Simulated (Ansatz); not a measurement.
Isolated molecules relaxed with PBE0-D4/def2-TZVP in Ansatz; ΔE leaves out vibrations. CBS: MP2 limit from def2 TZ/QZ plus the TZ coupled-cluster correction, frozen cores. Each species was taken in one conformer, which may not be the lowest.

Consider the redistribution: `[BH2][AlH][O][SiH2]C` + `CN([SiH3])[SiH2]F` → `[BH2][AlH][N](C)[SiH3]` + `C[SiH2]O[SiH2]F`.

```csv
level,ΔE (kJ/mol)
SCS-MP2/def2-TZVPP,10.0
MP2/def2-QZVPP,10.1
```

(1) What does CCSD(T)/CBS give? (Best estimate.)

Largest T1 diagnostic among the species: 0.012.

Results:

(1) Ansatz gave: +9.6 kJ/mol. The listed levels differ from it by 0.4, 0.5 kJ/mol.
